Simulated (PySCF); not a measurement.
HSSi, charge +1, singlet, at a GFN2-xTB geometry. Base run: PBE/3-21G in PySCF.

Here is a job for PySCF.
```python
from pyscf import gto, scf, dft

mol = gto.Mole()
mol.atom = '''
    Si    1.027866   -0.533740   -0.010030
    S    -0.799870    0.503460    0.011808
    H    -1.592194   -0.582992   -0.048500
'''
mol.basis = '3-21g'
mol.charge = 1
mol.spin = 0
mol.verbose = 4
mol.symmetry = True
mol.build()

mf = dft.RKS(mol)
mf.xc = 'pbe'
mf.kernel()
mf.analyze()
```

Variants of this job, named by their change:

```tsv
change	ΔE vs base (eV)	point group used	SCF cycles
base	0.00	Cs	10
irrep_nelec = A':22 A":8	8.77	Cs	10
irrep_nelec = A':26 A":4	11.94	Cs	10
symmetry = off	0.00	C1	10
```
